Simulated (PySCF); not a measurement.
**Electron correlation in Be (beryllium, neutral)**

[He] 2s1 3s1, high-spin 3S determinant (an excited configuration). Computed with PySCF 2.14 in aug-cc-pVQZ (6s5p4d3f2g, 80 functions), with the non-relativistic Hamiltonian (point nucleus). Frozen: 1s2; 2 electrons correlated.

With two correlated electrons CCSD is exact within the correlated space (frozen core and kept virtual orbitals).

| level | correlation energy (mhartree) |
| --- | --- |
| CCSD | -4.95 |

Diagnostics: T1 = 0.018, D1 = 0.0369, largest double amplitude 0.065.

The outer electron is Rydberg-like, and this basis confines it to a smaller radius and binds it less than a complete one would.

Cost of the coupled-cluster step: about 6 core-seconds, for 2 correlated electrons.

Iterations:

```
CC2 = 0
CCSD nocc = (np.int64(2), np.int64(0)), nmo = (79, 79)
frozen orbitals [[0], [0]]
max_cycle = 100
direct = 0
conv_tol = 1e-08
conv_tol_normt = 1e-06
diis_space = 8
diis_start_cycle = 0
Init t2, MP2 energy = -0.00196369093923968
Init E_corr(UCCSD) = -0.00196369093929077
cycle = 1  E_corr(UCCSD) = -0.00298946715607313  dE = -0.00102577622  norm(t1,t2) = 0.0329584
cycle = 2  E_corr(UCCSD) = -0.00362825015882674  dE = -0.000638783003  norm(t1,t2) = 0.0225466
cycle = 3  E_corr(UCCSD) = -0.00496157097087861  dE = -0.00133332081  norm(t1,t2) = 0.0155899
cycle = 4  E_corr(UCCSD) = -0.00494173521053203  dE = 1.98357603e-05  norm(t1,t2) = 0.00108567
cycle = 5  E_corr(UCCSD) = -0.00495517401986879  dE = -1.34388093e-05  norm(t1,t2) = 0.000267554
cycle = 6  E_corr(UCCSD) = -0.00494701660965917  dE = 8.15741021e-06  norm(t1,t2) = 0.000125472
cycle = 7  E_corr(UCCSD) = -0.00494927461420648  dE = -2.25800455e-06  norm(t1,t2) = 2.83274e-05
cycle = 8  E_corr(UCCSD) = -0.00494869632535608  dE = 5.7828885e-07  norm(t1,t2) = 1.02684e-05
cycle = 9  E_corr(UCCSD) = -0.00494863227284564  dE = 6.40525104e-08  norm(t1,t2) = 1.16903e-06
cycle = 10  E_corr(UCCSD) = -0.00494863477737542  dE = -2.50452978e-09  norm(t1,t2) = 5.68652e-08
UCCSD converged
E(UCCSD) = -14.38235384164604  E_corr = -0.004948634777375421
```
